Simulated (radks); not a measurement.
Question: Radial electron density D(r) = 4 pi r^2 rho(r) of an atom or ion with 28 electrons. Method: scalar-relativistic Kohn-Sham, LDA (Slater exchange, Perdew-Wang correlation), spin-polarised, spherical densities, point nucleus; computed with a radial shooting solver on a logarithmic mesh with Libxc functionals.

r (bohr)  D(r) (e/bohr)  spin D(r)
0.001875          9.914  -0.000487
0.002131          12.06  -0.000591
0.002403          14.45  -0.000706
0.002709          17.22  -0.000840
0.003055          20.43  -0.000994
0.003444          24.11   -0.00117
0.003883          28.28   -0.00137
0.004378          32.93   -0.00159
0.004936          38.05   -0.00182
0.005566          43.59   -0.00208
0.006275          49.45   -0.00235
0.007075          55.48   -0.00262
0.007978          61.50   -0.00287
0.008995          67.24   -0.00311
0.01014           72.43   -0.00328
0.01143           76.75   -0.00335
0.01289           79.91   -0.00324
0.01465           81.74   -0.00275
0.01652           81.90   -0.00166
0.01863           80.64   0.000592
0.021             78.30    0.00496
0.02368           75.47     0.0132
0.0267            72.98     0.0284
0.0301            71.74     0.0557
0.03394           72.61      0.104
0.03827           76.09      0.186
0.04315           82.11      0.323
0.04865           89.86      0.544
0.05485           97.76      0.888
0.06185           103.8       1.40
0.06973           106.2       2.14
0.07862           103.8       3.15
0.08864           96.90       4.45
0.1007            86.80       6.11
0.1136            77.90       7.82
0.1281            72.50       9.46
0.1444            71.98       10.8
0.1628            75.32       11.4
0.1836            79.29       11.2
0.207             79.91       10.1
0.2334            74.44       8.36
0.2631            62.83       6.54
0.2967            47.66       5.21
0.3345            32.70       4.72
0.3771            20.89       4.99
0.4252            13.21       5.52
0.4794            8.795       5.69
0.5406            6.128       5.10
0.6095            4.124       3.85
0.6927            2.359       2.31
0.781             1.156       1.15
0.8806           0.4530      0.452
0.9929           0.1379      0.138
1.119           0.03162     0.0316
1.262          0.005289    0.00529
1.423         0.0006219   0.000622

What is the nuclear charge?

Answer: Z = 62. The innermost maximum, from 1s, lies near gamma/Z bohr with gamma = sqrt(1 - (Z/c)^2) = 0.892, here 0.0144 bohr (found: 0.0157), and its height grows with Z. The density is that of the samarium ion Sm34+ in [Ar] 3d8 4d2; the configuration itself is not fixed sharply by these data, and Z only to a few units. D(r) has 3 maxima, at r = 0.0157, 0.0697, 0.199 bohr, and minima at 0.0306, 0.138 bohr, inside which lie 1.96, 11.38 electrons.
